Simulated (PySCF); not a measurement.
PySCF input (HF/pcseg-1):

```python
import numpy as np, basis_set_exchange as bse
from pyscf import gto, scf, dft, df
from pyscf.prop.polarizability import rhf as pol

basis = {'C': gto.basis.parse(bse.get_basis('pcseg-1', elements=['C'], fmt='nwchem'))}
mol = gto.M(
    atom='''
    C    -0.00000000   -0.00000000   -1.28727137
    C     0.00000000    0.00000000    0.00000000
    C     0.00000000    0.00000000    1.28727137
    ''',
    basis=basis,
    charge=0,
    verbose=4,
    max_memory=1839,
)
mf = scf.RHF(mol)
mf = mf.density_fit(auxbasis=df.autoaux(mol))
mf.conv_tol = 1e-9
mf.max_cycle = 100
print('smallest overlap eigenvalue', np.linalg.eigvalsh(mol.intor('int1e_ovlp'))[0])
mf.kernel()
dip = mf.dip_moment()
p = pol.Polarizability(mf)
p.max_cycle_cphf = 60
alpha = p.polarizability()
print('polarisability/bohr^3', alpha.trace() / 3)
```

Output:

```
PySCF version 2.14.0

[INPUT] verbose = 4
[INPUT] num. atoms = 3
[INPUT] num. electrons = 18
[INPUT] charge = 0
[INPUT] spin (= nelec alpha-beta = 2S) = 0
[INPUT] symmetry False subgroup None
[INPUT] Mole.unit = angstrom
[INPUT] Symbol           X                Y                Z      unit          X                Y                Z       unit  Magmom
[INPUT]  1 C      0.000000000000   0.000000000000  -1.287271370000 AA    0.000000000000   0.000000000000  -2.432590337294 Bohr   0.0
[INPUT]  2 C      0.000000000000   0.000000000000   0.000000000000 AA    0.000000000000   0.000000000000   0.000000000000 Bohr   0.0
[INPUT]  3 C      0.000000000000   0.000000000000   1.287271370000 AA    0.000000000000   0.000000000000   2.432590337294 Bohr   0.0

nuclear repulsion = 36.9975982475241
number of shells = 18
number of NR pGTOs = 75
number of NR cGTOs = 42
basis = {'C': [[0, [1243.2, 0.00603366], [187.145, 0.0449576], [42.5126, 0.197901], [11.7393, 0.5], [3.50548, 0.480364]], [0, [5.39089, -0.070398], [0.493341, 0.5]], [0, [0.149741, 1.0]], [1, [9.18056, 0.0431701], [1.93658, 0.224999], [0.526296, 0.5]], [1, [0.136319, 1.0]], [2, [0.8, 1.0]]]}
ecp = {}
ETB for C: l = 0, exps = 0.272638 * 1.8^n , n = 0..13
ETB for C: l = 1, exps = 0.272638 * 1.8^n , n = 0..10
ETB for C: l = 2, exps = 0.272638 * 1.8^n , n = 0..9
ETB for C: l = 3, exps = 0.936319 * 2.2^n , n = 0..1
smallest overlap eigenvalue 0.0012677944027153158

******** <class 'pyscf.df.df_jk.DFRHF'> ********
method = DFRHF
initial guess = minao
damping factor = 0
level_shift factor = 0
DIIS = <class 'pyscf.scf.diis.CDIIS'>
diis_start_cycle = 1
diis_space = 8
diis_damp = 0
SCF conv_tol = 1e-09
SCF conv_tol_grad = None
SCF max_cycles = 100
direct_scf = False
Set gradient conv threshold to 3.16228e-05
Initial guess from minao.
******** <class 'pyscf.df.df.DF'> ********
auxbasis = {'C': [[0, [np.float64(567.7131495046857), 1]], [0, [np.float64(315.3961941692699), 1]], [0, [np.float64(175.22010787181657), 1]], [0, [np.float64(97.34450437323143), 1]], [0, [np.float64(54.080280207350796), 1]], [0, [np.float64(30.044600115194886), 1]], [0, [np.float64(16.691444508441602), 1]], [0, [np.float64(9.273024726912), 1]], [0, [np.float64(5.15168040384), 1]], [0, [np.float64(2.8620446688), 1]], [0, [np.float64(1.5900248160000001), 1]], [0, [np.float64(0.88334712), 1]], [0, [np.float64(0.4907484), 1]], [0, [np.float64(0.272638), 1]], [1, [np.float64(97.34450437323143), 1]], [1, [np.float64(54.080280207350796), 1]], [1, [np.float64(30.044600115194886), 1]], [1, [np.float64(16.691444508441602), 1]], [1, [np.float64(9.273024726912), 1]], [1, [np.float64(5.15168040384), 1]], [1, [np.float64(2.8620446688), 1]], [1, [np.float64(1.5900248160000001), 1]], [1, [np.float64(0.88334712), 1]], [1, [np.float64(0.4907484), 1]], [1, [np.float64(0.272638), 1]], [2, [np.float64(54.080280207350796), 1]], [2, [np.float64(30.044600115194886), 1]], [2, [np.float64(16.691444508441602), 1]], [2, [np.float64(9.273024726912), 1]], [2, [np.float64(5.15168040384), 1]], [2, [np.float64(2.8620446688), 1]], [2, [np.float64(1.5900248160000001), 1]], [2, [np.float64(0.88334712), 1]], [2, [np.float64(0.4907484), 1]], [2, [np.float64(0.272638), 1]], [3, [np.float64(2.0599018), 1]], [3, [np.float64(0.936319), 1]]]}
init E= -113.558747769758
  HOMO = -0.240860185684308  LUMO = -0.0755253466193519  gap/eV = 4.49899
cycle= 1 E= -113.280343291066  delta_E= 0.278  |g|= 0.327  |ddm|= 2.22
  HOMO = -0.501182185589277  LUMO = -0.0567988613972504  gap/eV = 12.09229
cycle= 2 E= -113.319830608545  delta_E= -0.0395  |g|= 0.0784  |ddm|= 0.734
  HOMO = -0.470360622274186  LUMO = -0.0158622806609252  gap/eV = 12.36753
cycle= 3 E= -113.322991515465  delta_E= -0.00316  |g|= 0.0295  |ddm|= 0.258
  HOMO = -0.469900342822494  LUMO = -0.0173427894924793  gap/eV = 12.31472
cycle= 4 E= -113.323387999881  delta_E= -0.000396  |g|= 0.00767  |ddm|= 0.0915
  HOMO = -0.472709081999821  LUMO = -0.0183418302313607  gap/eV = 12.36396
cycle= 5 E= -113.32341046941  delta_E= -2.25e-05  |g|= 0.00217  |ddm|= 0.0134
  HOMO = -0.472378931575187  LUMO = -0.0180555332077226  gap/eV = 12.36277
cycle= 6 E= -113.323412131799  delta_E= -1.66e-06  |g|= 0.000281  |ddm|= 0.00734
  HOMO = -0.472380454858689  LUMO = -0.0180502766649141  gap/eV = 12.36295
cycle= 7 E= -113.323412162411  delta_E= -3.06e-08  |g|= 3.8e-05  |ddm|= 0.000483
  HOMO = -0.472380457294915  LUMO = -0.01804994102252  gap/eV = 12.36296
cycle= 8 E= -113.323412163167  delta_E= -7.56e-10  |g|= 2.64e-06  |ddm|= 0.000108
  HOMO = -0.472380860191761  LUMO = -0.0180500347567695  gap/eV = 12.36297
Extra cycle  E= -113.32341216317  delta_E= -3.64e-12  |g|= 8.15e-07  |ddm|= 2.43e-05
converged SCF energy = -113.32341216317
Dipole moment(X, Y, Z, Debye): -0.00000, -0.00000, -0.00000
Isotropic polarizability 28.3939474463
Polarizability anisotropy 32.4431884309
polarisability/bohr^3 28.39394744629441
```
